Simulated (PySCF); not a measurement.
# Electron correlation in Tc⁻ (technetium, charge -1)

[Kr] 4d6 5s2, high-spin 5D determinant. Calculation: PySCF 2.14, in aug-cc-pVTZ-PP with ECP28MDF (6s6p5d3f2g, 88 functions); a scalar-relativistic core potential. Frozen: 4s2 4p6; 8 electrons correlated.

```json
{"level": "CCSD", "correlation energy (mhartree)": "-175.52"}
{"level": "(T)", "correlation energy (mhartree)": "-10.92"}
{"level": "CCSD(T)", "correlation energy (mhartree)": "-186.44"}
```

Diagnostics: T1 = 0.11, D1 = 0.4419, largest double amplitude 0.084.

Question: Is a single reference adequate?

Answer: Not fully. T1 exceeds 0.03, a sign that the reference determinant is poor.
